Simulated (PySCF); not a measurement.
Molecule: SMILES COC1=C[C@@H]2C=C[C@H]12, C₇H₈O.

Cartesian coordinates in Å; atom numbers follow the order of the lines, from 1:
```xyz
16

C     2.6756    0.3024    0.4251
O     1.6926   -0.6592    0.1085
C     0.4618   -0.1577   -0.0970
C    -0.1313    1.0389   -0.0939
C    -1.4998    0.4600   -0.3957
C    -2.2457   -0.0468    0.8199
C    -1.6434   -1.2313    0.8198
C    -0.8003   -0.9320   -0.3999
H     3.6050   -0.2424    0.5788
H     2.7980    1.0198   -0.3925
H     2.4082    0.8457    1.3367
H     0.1741    2.0462    0.1100
H    -2.0608    0.8493   -1.2374
H    -2.9649    0.4367    1.4541
H    -1.6709   -2.0976    1.4535
H    -0.8057   -1.6231   -1.2338
```

Frames of a GFN2-xTB Langevin trajectory at 400 K; GIAO PBE0/pcSseg-1 shieldings in PySCF, gas phase, non-relativistic; equivalent atoms averaged within each frame.

References, each an isolated molecule treated in the same way: TMS for ¹³C (σ = 186.93 ppm), ¹H (σ = 31.72 ppm); ¹⁷O (σ = 336.08 ppm) against H2O. The references are static minima.

Problem. How do the shifts (ppm) fluctuate along the trajectory?

Solution. 
```csv
time (fs),C3,C6,C7,C4,C8,C1,C5,O2,H15,H12
250,186.2,156.0,154.3,117.2,65.1,63.2,41.6,140.5,7.39,6.16
425,169.4,157.3,164.2,106.1,54.1,63.1,39.7,122.6,7.73,4.60
625,174.2,158.1,154.3,110.0,67.1,63.2,41.5,110.2,8.07,5.16
800,178.0,151.3,146.3,99.9,58.2,63.4,43.6,133.5,7.31,4.15
1000,182.2,154.9,153.4,108.4,52.8,59.0,48.2,123.6,6.76,5.19
mean of frames,178.0,155.5,154.5,108.3,59.5,62.4,42.9,126.1,7.45,5.05
standard deviation,6.6,2.6,6.4,6.3,6.4,1.9,3.2,11.5,0.49,0.75
```

5 frames give an uncertainty of the mean of about the standard deviation over 2.2 at best, since frames this close in time may not be independent; classical motion lacks zero-point vibration, and the reference would need the same averaging.
